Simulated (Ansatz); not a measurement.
C5H4Cl2F4O2Ti (`CC1=CC(C(F)(F)F)=[O+][Ti-]([F])([Cl])([Cl])[O]1`) at its PBE0-D4/def2-TZVP geometry, where that method's forces vanish. Charge 0, multiplicity 1.

```xyz
18

C    -0.2381    1.5463    2.2233
C    -0.2393    0.6888    1.0091
C     0.9061    0.4584    0.2710
C     0.8415   -0.3280   -0.8781
C     2.1420   -0.5295   -1.6769
F     3.0604   -1.1179   -0.9050
F     1.9498   -1.2733   -2.7475
F     2.6300    0.6544   -2.0595
O    -0.1769   -0.8834   -1.3304
Ti   -2.1117   -1.0225   -0.6027
F    -2.5612   -0.6009   -2.2332
Cl   -4.1207   -0.8006    0.3033
Cl   -1.7547   -3.1502   -0.2336
O    -1.3783    0.1841    0.6954
H    -0.9480    2.3652    2.0819
H     0.7496    1.9478    2.4401
H    -0.5949    0.9602    3.0738
H     1.8444    0.9011    0.5691
```

What forces (eV/Å) does ωB97M-V/def2-TZVPP give on these atoms in Ansatz 0.2.0? (Best estimate.)

Ansatz gave: 
```
C1  -0.029  0.146  0.220
C2   0.264  0.006 -0.089
C3   0.106  0.092  0.101
C4   0.037  0.054  0.065
C5  -0.136  0.023  0.091
F6   0.148 -0.098  0.144
F7  -0.043 -0.150 -0.215
F8   0.073  0.211 -0.057
O9  -0.063 -0.061 -0.099
Ti10-0.075 -0.015 -0.003
F11  0.000  0.003 -0.027
Cl12-0.038  0.004  0.011
Cl13 0.006 -0.061  0.006
O14 -0.219 -0.060 -0.027
H15  0.063 -0.069 -0.003
H16 -0.073 -0.032 -0.018
H17  0.036  0.037 -0.077
H18 -0.060 -0.031 -0.022
```
